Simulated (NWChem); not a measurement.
System: PbNH2Br, singlet; SMILES [NH2][Pb][Br]

Here is an NWChem input.

```
start job
memory heap 200 mb stack 900 mb global 1100 mb
geometry units angstroms noautoz
  Pb     0.226424     0.729012     0.000370
  Br    -0.049390    -1.910386    -0.001370
  N     -1.869725     1.066991     0.003836
  H     -2.547226     0.308854     0.004318
  H     -2.325399     1.975183     0.005389
end
basis spherical
  * library def2-svp
end
ecp
  Pb library def2-ecp
end
dft
  xc xwpbe 1.00 cpbe96 1.0 hfexch 1.00
  cam 0.1 cam_alpha 0.0 cam_beta 1.0
  iterations 150
  vectors input atomic output neutral.movecs
end
task dft energy
charge 1
dft
  odft
  mult 2
  vectors input atomic output cation.movecs
end
task dft energy
```

Low-valent species are run as closed-shell singlets; no triplet was tried in these runs. Geometry: optimised at PBE0/def2-SVP. def2 effective core potentials on Pb; no spin-orbit coupling.

Ions are spin-unrestricted doublets at the neutral geometry; other ion states weren't tried. Functional: LC-ωPBE (HJS hole) with def2-SVP; the question gives the range parameter ω in 1/bohr.

### Question
What results follow from this input? (LC-wPBE (HJS exchange hole, range parameter 0.1 per bohr)/def2-SVP with def2 effective core potentials on Pb, vertical spin-unrestricted ions.) Quantities: vertical ionisation energy, ΔSCF (eV); −ε(HOMO) (eV).

### Answer
* **vertical ionisation energy, ΔSCF (eV)**: 8.77
* **−ε(HOMO) (eV)**: 7.18
